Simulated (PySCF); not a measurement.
Species: C2H8BNO.
Geometry (PBE0-D3(BJ)/def2-SVP, Å), atoms numbered from 1 in this order:
```
atom  x, y, z in Å
C1     1.5896   -0.8638   -0.1873
N2     1.0013    0.4279    0.0201
B3    -0.3638    0.7617    0.1244
C4    -1.5106   -0.3300    0.0107
O5    -0.6349    2.0965    0.3300
H6     0.8038   -1.6259   -0.2816
H7     2.1971   -0.9093   -1.1095
H8     2.2421   -1.1731    0.6497
H9     1.6622    1.1918    0.1071
H10   -1.4145   -1.0966    0.7972
H11   -1.4627   -0.8612   -0.9542
H12   -2.5217    0.0989    0.0956
H13   -1.5765    2.2680    0.3930
```

Jobs on this species (13 atoms, 40 electrons) with PySCF (density fitting). Hardware of each: Arm Neoverse V1, one thread, on a shared host. Times come from a shared host and carry two figures at best. Peak memory is the resident size of the whole Python process, interpreter and libraries included.

```
                                                                 level and settings                                                          work  basis functions  SCF cycles  wall time  peak memory
    delta-SCF UKS SCAN, pcX-2 on the ionised atom, pcseg-1 elsewhere, spin-free X2C                                 ΔSCF core ionisation, 5 holes              141           ?          ?            ?
    delta-SCF UKS PBE0, pcX-2 on the ionised atom, pcseg-1 elsewhere, spin-free X2C                                 ΔSCF core ionisation, 5 holes              141           ?          ?            ?
     delta-SCF UKS PBE, pcX-2 on the ionised atom, pcseg-1 elsewhere, spin-free X2C                                 ΔSCF core ionisation, 5 holes              141           ?          ?            ?
                                                 PBE0-D3(BJ)/def2-SVP, grid level 1  geometry optimisation from a GFN2-xTB start shaken at random              110          53       31 s     0.45 GiB
 delta-SCF UKS SCAN, pcX-2 on the ionised atom, pcseg-1 elsewhere, non-relativistic                                 ΔSCF core ionisation, 5 holes              141          82       31 s     0.53 GiB
delta-SCF UKS SCAN, def2-TZVP on the ionised atom, pcseg-1 elsewhere, spin-free X2C                                 ΔSCF core ionisation, 5 holes              127          79       29 s     0.43 GiB
   delta-SCF UKS B3LYP, pcX-2 on the ionised atom, pcseg-1 elsewhere, spin-free X2C                                 ΔSCF core ionisation, 5 holes              141          73       31 s     0.56 GiB
      delta-SCF UKS HF, pcX-2 on the ionised atom, pcseg-1 elsewhere, spin-free X2C                                 ΔSCF core ionisation, 5 holes              141          72       16 s     0.56 GiB
    delta-SCF UKS SCAN, pcX-1 on the ionised atom, pcseg-1 elsewhere, spin-free X2C                                 ΔSCF core ionisation, 5 holes              120          79       25 s     0.56 GiB
```

Question: Fill in the missing figures.

Answer: 
- delta-SCF UKS SCAN, pcX-2 on the ionised atom, pcseg-1 elsewhere, spin-free X2C; ΔSCF core ionisation, 5 holes: 31 s, 0.48 GiB, 81 SCF cycles
- delta-SCF UKS PBE0, pcX-2 on the ionised atom, pcseg-1 elsewhere, spin-free X2C; ΔSCF core ionisation, 5 holes: 30 s, 0.56 GiB, 72 SCF cycles
- delta-SCF UKS PBE, pcX-2 on the ionised atom, pcseg-1 elsewhere, spin-free X2C; ΔSCF core ionisation, 5 holes: 19 s, 0.56 GiB, 79 SCF cycles

Question: What do all jobs in the table cost together?

Answer: About 4.0 min; the longest takes about 13 % of that, and about 1.9 times as long as the shortest.
